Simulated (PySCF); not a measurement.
CH₅Al, SMILES [CH3][AlH2].

Geometry optimised at PBE0-D3(BJ)/def2-TZVP.

Level of theory: PySCF with ωB97X/def2-TZVPD.

Gas-phase values at a fixed geometry.

**Question.** Estimate the frontier levels, gap, dipole moment and polarisability. (The exact figures need the calculation; the answer reports its results.)

**Answer.** 
```json
{
  "highest_occupied_level": "-10.51 eV",
  "lowest_empty_level": "0.59 eV",
  "orbital_gap": "11.11 eV",
  "dipole_moment": "0.73 D",
  "quadrupole, principal values (traceless, Buckingham form, about the centre of nuclear charge)": "-3.57, -3.17, 6.74 D·Å",
  "mean_static_polarisability": "43.4 bohr³ (6.43 Å³)",
  "polarisability_principal_values": "37.2, 43.5, 49.5 bohr³"
}
```
